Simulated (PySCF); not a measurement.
# Telling isomers of C5H4ClN3 apart by NMR

Non-relativistic Hamiltonian, rapidly exchanging positions averaged, in vacuum, one conformer. GFN2-xTB geometry; NMR shieldings at PBE0/pcSseg-1/GIAO; PySCF 2.14.

References, each an isolated molecule treated in the same way: ¹H, ¹³C against TMS. Where no couplings were computed, multiplicities follow the n + 1 count of equivalent neighbours, and m marks all less simple cases (inequivalent or close neighbours, rings, F or P nearby). Shifts are as computed. Against solution values, carbons near 30 ppm lie about +3 ppm off and those near 130 ppm about +5 ppm; carbons on Cl a further +6 ppm. Of 1211 compounds with measured shifts, 218 miss one by over three times the rms of a fit or turn the order of signals round; such compounds aren't used in these exercises. Carbons bonded to Cl come out too deshielded.

(1) Tabulate the signals of `C=Cc1cnnc(Cl)n1`, `C=Cc1ncc(Cl)nn1` and their relative energies.

(2) What is the quickest way to tell C=Cc1cnnc(Cl)n1 from C=Cc1ncc(Cl)nn1?

Results:

(1) 
| SMILES | carbon types | δC | δH | E rel. (kcal/mol) |
| --- | --- | --- | --- | --- |
| C=Cc1cnnc(Cl)n1 | 2×C 2×CH 1×CH2 | 175.5, 156.8, 151.9, 141.0, 137.4 | 9.19 (s, 1H), 8.00 (m, 1H), 6.77 (m, 1H), 6.48 (m, 1H) | 0.0 |
| C=Cc1ncc(Cl)nn1 | 2×C 2×CH 1×CH2 | 167.6, 166.6, 153.5, 141.8, 137.5 | 8.54 (s, 1H), 7.60 (m, 1H), 7.56 (m, 1H), 6.46 (m, 1H) | 0.2 |

Energies are electronic energies at PBE0/pcSseg-1 on these geometries, without zero-point or thermal terms, each for the one conformer computed, which needn't be the lowest.

(2) Both give the same number of carbon signals, with the same numbers of each carbon type, so the positions decide. The first has a substituted aromatic carbon next to a ring nitrogen (C) at 156.8 ppm, the second a substituted aromatic carbon next to a ring nitrogen (C) at 166.6 ppm. Their most deshielded carbons lie at 175.5 and 167.6 ppm. In the proton spectra the most deshielded non-exchanging signals are 9.19 (s, 1H) and 8.54 (s, 1H).
